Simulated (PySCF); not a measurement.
PySCF input file for Si(I)(NMe2) (C2H6INSi), SMILES CN(C)[Si]I (connectivity only; charge and spin as stated), neutral, multiplicity 1, IEF-PCM-M06-2X/def2-SVP. Coordinates come from a B3LYP-D3(BJ)/def2-SVP optimisation. The def2 effective core potentials stand for the cores of I; spin–orbit coupling is left out. Other conformers were not sampled.

```python
import numpy as np
from pyscf import gto, scf, dft
from pyscf.solvent import pcm

mol = gto.M(
    atom='''
    Si    1.17278261   -0.83415204   -0.00000000
    I    -0.06998465    1.39988320    0.00000000
    N    -0.10885767   -2.00341452   -0.00000000
    C     0.32030655   -3.40097117   -0.00000000
    C    -1.55707967   -1.87056902    0.00000000
    H    -0.05699803   -3.93030503   -0.89334179
    H    -0.05699803   -3.93030503    0.89334180
    H     1.41978255   -3.46932617   -0.00000000
    H    -1.99050528   -2.35891054    0.89162592
    H    -1.99050528   -2.35891054   -0.89162593
    H    -1.85190379   -0.81478124    0.00000000
    ''',
    basis='def2-SVP',
    ecp={'I': 'def2-svp'},
    charge=0,
    spin=0,
    max_memory=1600,
    verbose=3,
)
mf = dft.RKS(mol, xc='m06-2x').density_fit(auxbasis='def2-universal-jkfit')
mf.grids.level = 4
mf.conv_tol = 1e-9
mf.max_cycle = 100
mf.kernel()
res = {}
for name, eps in {'water': 78.355, 'n-hexane': 1.8819, 'toluene': 2.3741}.items():
    s = mf.PCM()
    s.with_solvent.method, s.with_solvent.eps, s.with_solvent.lebedev_order = 'IEF-PCM', eps, 29
    s.kernel(mf.make_rdm1())
    res[name] = (s.e_tot, eps, s.dip_moment(), s.mo_energy, s.converged)
    print(f'{name}: electrostatic solvation free energy {(s.e_tot - mf.e_tot) * 627.509474:.3f} kcal/mol')
```

Program output:

```
converged SCF energy = -721.451859379643

WARN: PCM is an experimental feature. It is still in testing.
Features and APIs may be changed in the future.

converged SCF energy = -721.457271553484
Dipole moment(X, Y, Z, Debye): -0.89391, -5.39150,  0.00000
water: electrostatic solvation free energy -3.396 kcal/mol

WARN: PCM is an experimental feature. It is still in testing.
Features and APIs may be changed in the future.

converged SCF energy = -721.453798706656
Dipole moment(X, Y, Z, Debye): -0.81364, -4.42296,  0.00000
n-hexane: electrostatic solvation free energy -1.217 kcal/mol

WARN: PCM is an experimental feature. It is still in testing.
Features and APIs may be changed in the future.

converged SCF energy = -721.454383927376
Dipole moment(X, Y, Z, Debye): -0.82796, -4.58279,  0.00000
toluene: electrostatic solvation free energy -1.584 kcal/mol
```

The calculation finished and met its thresholds.

Cost: very roughly 2.0 core-minutes.
